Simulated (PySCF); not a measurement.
**TDDFT excited states: Br3HSSi**

Br3Si(SH), Br3HSSi.
Geometry (PBE0-D3(BJ)/def2-SVP, Å), atoms numbered from 1 in this order:
```xyz
6
Br3HSSi angstrom
S      1.3999   -0.6870   -0.8768
Si    -0.4041    0.0071   -0.0078
Br    -0.5038    2.2163    0.0413
Br    -2.0141   -0.7909   -1.2846
Br    -0.6485   -0.7131    2.0697
H      2.1768   -0.0284    0.0149
```

Method: TDDFT CAM-B3LYP/def2-SVPD, vertical, gas phase, core orbitals frozen in the response in PySCF 2.14.0, density-fitted response routines. The CAM-B3LYP/def2-SVPD calculation is non-relativistic and has no spin–orbit coupling, an omission that weighs most on bromine.

**Question.** List the vertical singlet excitations with oscillator strengths and describe the spectrum.

**Answer.** 

| state | λ (nm) | E (eV) | f | main configurations (H = HOMO, L = LUMO) |
| --- | --- | --- | --- | --- |
| S1 | 228.1 | 5.44 | 0.0032 | H→L (84%) |
| S2 | 208.5 | 5.95 | 0.0010 | H-1→L (92%) |
| S3 | 196.8 | 6.30 | 0.0050 | H→L+1 (50%), H-3→L (20%) |
| S4 | 196.1 | 6.32 | 0.025 | H-2→L (87%) |
| S5 | 188.9 | 6.56 | 0.037 | H-3→L (51%), H→L+1 (25%) |
| S6 | 187.8 | 6.60 | 0.057 | H-4→L (86%) |
| S7 | 183.1 | 6.77 | 0.048 | H→L+2 (56%), H-5→L (11%) |
| S8 | 182.7 | 6.79 | 0.025 | H-5→L (51%), H-6→L (21%) |
| S9 | 181.9 | 6.82 | 0.0084 | H-6→L (34%), H→L+2 (25%), H-5→L (12%) |
| S10 | 173.4 | 7.15 | 0.063 | H→L+3 (71%), H→L+6 (9%) |

Triplets, Tamm–Dancoff:

```
state  E (eV)  λ (nm)  main configurations (H = HOMO, L = LUMO)
   T1    5.08   244.1                                 H→L (80%)
   T2    5.54   223.7                               H-1→L (87%)
   T3    5.82   213.0                               H-2→L (74%)
   T4    5.84   212.4                  H-3→L (38%), H→L+1 (24%)
```

The lowest singlet comes at 228 nm (524 kJ/mol) in the ultraviolet; it is very weak; its leading configuration is HOMO→LUMO (84%). The most intense listed level is S10 at 7.15 eV (173 nm, f = 0.063), 1.72 eV above S1. It is the last of those listed, so stronger ones may follow. Löwdin shares by element: HOMO sulfur 62%, bromine 29% or more, hydrogen 4%; LUMO bromine 64%, silicon 20% (atoms not listed hold the other 16%). Of the 10 states listed, 6 reach f = 0.01 and none stays under 0.0005. Orbital energies (eV): HOMO-3 -10.44, HOMO-2 -10.25, HOMO-1 -9.90, HOMO -9.39, LUMO -0.66, LUMO+1 0.43, LUMO+2 0.66. Weighted by f, the mean energy of these states is 6.73 eV. The vertical ionisation energy (ΔSCF) is 10.20 eV, 3.05 eV above S10. Singlets were solved by full linear response, triplets in the Tamm–Dancoff approximation.
